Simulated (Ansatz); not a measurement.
Ansatz (a first-principles code) input for C₂H₇ClGe, SMILES [CH2]([GeH2][Cl])C, PBE0-D3(BJ)/def2-SVP. 

Ansatz 0.2 input:
```yaml
crystal:
  periodic: [false, false, false]
  atoms:
    - {symbol: Ge, position_ang: [0.31105951, 0.63738366, -0.05486235]}
    - {symbol: Cl, position_ang: [1.34651546, -1.16157752, 0.28812125]}
    - {symbol: C, position_ang: [-1.52257294, 0.22610390, -0.71033840]}
    - {symbol: C, position_ang: [-2.34105904, -0.56281512, 0.30378898]}
    - {symbol: H, position_ang: [0.31161868, 1.39695446, 1.25584509]}
    - {symbol: H, position_ang: [1.12868341, 1.43795042, -1.04947082]}
    - {symbol: H, position_ang: [-2.02902318, 1.16127856, -0.95083828]}
    - {symbol: H, position_ang: [-1.43662593, -0.34032458, -1.63972930]}
    - {symbol: H, position_ang: [-2.44667180, -0.00148697, 1.23110276]}
    - {symbol: H, position_ang: [-3.33624964, -0.77423063, -0.08419964]}
    - {symbol: H, position_ang: [-1.85460660, -1.50933355, 0.53412064]}
basis:
  gaussian:
    orbitals: def2-SVP
hamiltonian:
  xc: pbe0
  dispersion: d3bj
relax: {f_tol: 0.002, max_steps: 200}
```

Output:

```
WARN ansatz: RAYON_NUM_THREADS=1 ignored (pool sized by the plan → 1); use --threads N
Functional definition: PBE0
integrals: 0.07 GiB planned
1221 factors; integrals over basis functions are off by at most 2.9e-4 eV
mean field: 0.59 GiB planned
mean field evaluation 1: about -71198.2906 eV, gradient 4.8e1 eV
mean field evaluation 2: about -71195.2378 eV, gradient 5.8e1 eV
mean field evaluation 4: about -71203.7841 eV, gradient 1.6e0 eV
mean field evaluation 8: about -71203.8012 eV, gradient 6.5e-2 eV
mean field evaluation 16: about -71203.8012 eV, gradient 7.9e-6 eV
mean field -71203.80122640 eV, -2616.6914314001 hartree, gradient 7.9e-6 eV, S^2 0.000000; 0 other end points of the search recorded, 0 dependent functions left out
the calculation of the forces begins
reference -71203.80125389 eV, -2616.6914324106 hartree; 34, 34 occupied and 79, 79 virtual orbitals, 1221 factors
relax step   1: F+E_penalty+E_count = -71204.01398701 eV  Δ(F+E_penalty+E_count) = +0.000e0 eV  max|allowed force component| = 1.222e0 eV/Å  Δτ_max = 0.0000 Å  (26 SCF iters, accepted)
these checks for a lower state are left out or cut short: starts, cluster_reference, orbital_swaps, neighbouring_geometries, increment
integrals: 0.07 GiB planned
1221 factors; integrals over basis functions are off by at most 3.1e-4 eV
mean field: 0.59 GiB planned
mean field -71203.89338899 eV, -2616.6948183129 hartree, gradient 8.0e-5 eV, S^2 0.000000; 0 other end points of the search recorded, 0 dependent functions left out
the calculation of the forces begins
reference -71203.89341650 eV, -2616.6948193239 hartree; 34, 34 occupied and 79, 79 virtual orbitals, 1221 factors
relax step   2: F+E_penalty+E_count = -71204.10657093 eV  Δ(F+E_penalty+E_count) = -9.258e-2 eV  max|allowed force component| = 3.491e-1 eV/Å  Δτ_max = 0.0731 Å  (24 SCF iters, accepted)
these checks for a lower state are left out or cut short: starts, cluster_reference, orbital_swaps, neighbouring_geometries, increment
integrals: 0.07 GiB planned
1221 factors; integrals over basis functions are off by at most 3.1e-4 eV
mean field: 0.59 GiB planned
mean field -71203.89863421 eV, -2616.6950110711 hartree, gradient 7.0e-5 eV, S^2 0.000000; 0 other end points of the search recorded, 0 dependent functions left out
the calculation of the forces begins
reference -71203.89866171 eV, -2616.6950120819 hartree; 34, 34 occupied and 79, 79 virtual orbitals, 1221 factors
relax step   3: F+E_penalty+E_count = -71204.11193997 eV  Δ(F+E_penalty+E_count) = -5.369e-3 eV  max|allowed force component| = 8.708e-2 eV/Å  Δτ_max = 0.0215 Å  (25 SCF iters, accepted)
these checks for a lower state are left out or cut short: starts, cluster_reference, orbital_swaps, neighbouring_geometries, increment
integrals: 0.07 GiB planned
1221 factors; integrals over basis functions are off by at most 3.1e-4 eV
mean field: 0.59 GiB planned
mean field evaluation 32: about -71203.8990 eV, gradient 7.9e-6 eV
mean field -71203.89904388 eV, -2616.6950261262 hartree, gradient 7.9e-6 eV, S^2 0.000000; 0 other end points of the search recorded, 0 dependent functions left out
the calculation of the forces begins
reference -71203.89907138 eV, -2616.6950271368 hartree; 34, 34 occupied and 79, 79 virtual orbitals, 1221 factors
relax step   4: F+E_penalty+E_count = -71204.11242527 eV  Δ(F+E_penalty+E_count) = -4.853e-4 eV  max|allowed force component| = 1.779e-2 eV/Å  Δτ_max = 0.0070 Å  (23 SCF iters, accepted)
these checks for a lower state are left out or cut short: starts, cluster_reference, orbital_swaps, neighbouring_geometries, increment
integrals: 0.07 GiB planned
1221 factors; integrals over basis functions are off by at most 3.1e-4 eV
mean field: 0.59 GiB planned
mean field -71203.89905381 eV, -2616.6950264914 hartree, gradient 1.3e-5 eV, S^2 0.000000; 0 other end points of the search recorded, 0 dependent functions left out
the calculation of the forces begins
reference -71203.89908130 eV, -2616.6950275015 hartree; 34, 34 occupied and 79, 79 virtual orbitals, 1221 factors
relax step   5: F+E_penalty+E_count = -71204.11264839 eV  Δ(F+E_penalty+E_count) = -2.231e-4 eV  max|allowed force component| = 2.341e-2 eV/Å  Δτ_max = 0.0122 Å  (22 SCF iters, accepted)
these checks for a lower state are left out or cut short: starts, cluster_reference, orbital_swaps, neighbouring_geometries, increment
integrals: 0.07 GiB planned
1221 factors; integrals over basis functions are off by at most 3.1e-4 eV
mean field: 0.59 GiB planned
mean field -71203.89906791 eV, -2616.6950270096 hartree, gradient 2.6e-5 eV, S^2 0.000000; 0 other end points of the search recorded, 0 dependent functions left out
the calculation of the forces begins
reference -71203.89909539 eV, -2616.6950280192 hartree; 34, 34 occupied and 79, 79 virtual orbitals, 1221 factors
relax step   6: F+E_penalty+E_count = -71204.11286508 eV  Δ(F+E_penalty+E_count) = -2.167e-4 eV  max|allowed force component| = 2.571e-2 eV/Å  Δτ_max = 0.0166 Å  (22 SCF iters, accepted)
these checks for a lower state are left out or cut short: starts, cluster_reference, orbital_swaps, neighbouring_geometries, increment
integrals: 0.07 GiB planned
1221 factors; integrals over basis functions are off by at most 3.1e-4 eV
mean field: 0.59 GiB planned
mean field -71203.89869847 eV, -2616.6950134328 hartree, gradient 6.6e-5 eV, S^2 0.000000; 0 other end points of the search recorded, 0 dependent functions left out
the calculation of the forces begins
reference -71203.89872594 eV, -2616.6950144424 hartree; 34, 34 occupied and 79, 79 virtual orbitals, 1221 factors
relax step   7: F+E_penalty+E_count = -71204.11270014 eV  Δ(F+E_penalty+E_count) = +1.649e-4 eV  max|allowed force component| = 6.517e-2 eV/Å  Δτ_max = 0.0272 Å  (25 SCF iters, rejected (line search))
these checks for a lower state are left out or cut short: starts, cluster_reference, orbital_swaps, neighbouring_geometries, increment
integrals: 0.07 GiB planned
1221 factors; integrals over basis functions are off by at most 3.1e-4 eV
mean field: 0.59 GiB planned
mean field -71203.89922620 eV, -2616.6950328266 hartree, gradient 1.6e-5 eV, S^2 0.000000; 0 other end points of the search recorded, 0 dependent functions left out
the calculation of the forces begins
reference -71203.89925368 eV, -2616.6950338363 hartree; 34, 34 occupied and 79, 79 virtual orbitals, 1221 factors
relax step   8: F+E_penalty+E_count = -71204.11300979 eV  Δ(F+E_penalty+E_count) = -1.447e-4 eV  max|allowed force component| = 6.520e-3 eV/Å  Δτ_max = 0.0132 Å  (22 SCF iters, accepted)
these checks for a lower state are left out or cut short: starts, cluster_reference, orbital_swaps, neighbouring_geometries, increment
integrals: 0.07 GiB planned
1221 factors; integrals over basis functions are off by at most 3.2e-4 eV
mean field: 0.59 GiB planned
mean field -71203.89925008 eV, -2616.6950337040 hartree, gradient 6.6e-5 eV, S^2 0.000000; 0 other end points of the search recorded, 0 dependent functions left out
the calculation of the forces begins
reference -71203.89927755 eV, -2616.6950347136 hartree; 34, 34 occupied and 79, 79 virtual orbitals, 1221 factors
relax step   9: F+E_penalty+E_count = -71204.11309161 eV  Δ(F+E_penalty+E_count) = -8.182e-5 eV  max|allowed force component| = 1.639e-2 eV/Å  Δτ_max = 0.0211 Å  (25 SCF iters, accepted)
these checks for a lower state are left out or cut short: starts, cluster_reference, orbital_swaps, neighbouring_geometries, increment
integrals: 0.07 GiB planned
1221 factors; integrals over basis functions are off by at most 3.2e-4 eV
mean field: 0.59 GiB planned
mean field evaluation 64: about -71203.8992 eV, gradient 2.3e-4 eV
mean field -71203.89921908 eV, -2616.6950325649 hartree, gradient 2.0e-5 eV, S^2 0.000000; 0 other end points of the search recorded, 0 dependent functions left out
the calculation of the forces begins
reference -71203.89924655 eV, -2616.6950335744 hartree; 34, 34 occupied and 79, 79 virtual orbitals, 1221 factors
relax step  10: F+E_penalty+E_count = -71204.11310693 eV  Δ(F+E_penalty+E_count) = -1.531e-5 eV  max|allowed force component| = 7.613e-3 eV/Å  Δτ_max = 0.0080 Å  (22 SCF iters, accepted)
these checks for a lower state are left out or cut short: starts, cluster_reference, orbital_swaps, neighbouring_geometries, increment
integrals: 0.07 GiB planned
1221 factors; integrals over basis functions are off by at most 3.2e-4 eV
mean field: 0.59 GiB planned
mean field -71203.89926010 eV, -2616.6950340723 hartree, gradient 6.8e-5 eV, S^2 0.000000; 0 other end points of the search recorded, 0 dependent functions left out
the calculation of the forces begins
reference -71203.89928757 eV, -2616.6950350819 hartree; 34, 34 occupied and 79, 79 virtual orbitals, 1221 factors
relax step  11: F+E_penalty+E_count = -71204.11312703 eV  Δ(F+E_penalty+E_count) = -2.010e-5 eV  max|allowed force component| = 2.469e-3 eV/Å  Δτ_max = 0.0033 Å  (19 SCF iters, accepted)
these checks for a lower state are left out or cut short: starts, cluster_reference, orbital_swaps, neighbouring_geometries, increment
integrals: 0.07 GiB planned
1221 factors; integrals over basis functions are off by at most 3.2e-4 eV
mean field: 0.59 GiB planned
mean field -71203.89927133 eV, -2616.6950344851 hartree, gradient 2.9e-5 eV, S^2 0.000000; 0 other end points of the search recorded, 0 dependent functions left out
the calculation of the forces begins
reference -71203.89929881 eV, -2616.6950354948 hartree; 34, 34 occupied and 79, 79 virtual orbitals, 1221 factors
relax step  12: F+E_penalty+E_count = -71204.11312816 eV  Δ(F+E_penalty+E_count) = -1.138e-6 eV  max|allowed force component| = 1.421e-3 eV/Å  Δτ_max = 0.0014 Å  (18 SCF iters, accepted)
integrals: 0.07 GiB planned
1221 factors; integrals over basis functions are off by at most 3.2e-4 eV
mean field: 0.59 GiB planned
mean field -71203.89927133 eV, -2616.6950344851 hartree, gradient 2.9e-5 eV, S^2 0.000000; 1 other end points of the search recorded, 0 dependent functions left out
the calculation of the forces begins
reference -71203.89929881 eV, -2616.6950354948 hartree; 34, 34 occupied and 79, 79 virtual orbitals, 1221 factors
Total energy: -71204.11315564 eV, -2616.7028945884 hartree
Atom 0 at     0.284546     0.670369    -0.071006 Å, force     0.001421    -0.000796     0.000204 eV/Å
Atom 1 at     1.268716    -1.227829     0.336041 Å, force    -0.000736     0.001276    -0.000219 eV/Å
Atom 2 at    -1.514737     0.251410    -0.692094 Å, force    -0.000338    -0.000243    -0.000137 eV/Å
Atom 3 at    -2.318747    -0.575561     0.301838 Å, force     0.000297     0.000278     0.000842 eV/Å
Atom 4 at     0.282320     1.447578     1.257626 Å, force    -0.000183    -0.000447    -0.000655 eV/Å
Atom 5 at     1.134027     1.390662    -1.131799 Å, force    -0.000347    -0.000235     0.000405 eV/Å
Atom 6 at    -2.010753     1.211953    -0.914463 Å, force    -0.000212     0.000011     0.000105 eV/Å
Atom 7 at    -1.406563    -0.275937    -1.653715 Å, force     0.000504    -0.000250    -0.000366 eV/Å
Atom 8 at    -2.466535    -0.038322     1.252002 Å, force    -0.000557    -0.001132    -0.000103 eV/Å
Atom 9 at    -3.315268    -0.823216    -0.095660 Å, force    -0.000122     0.000600     0.000033 eV/Å
Atom 10 at    -1.805938    -1.521205     0.534770 Å, force     0.000275     0.000938    -0.000109 eV/Å
Dipole moment:    -0.368377     0.324705    -0.136760 e Å
```

The calculation finished and met its thresholds.

Cost: around 60 core-seconds (rough).
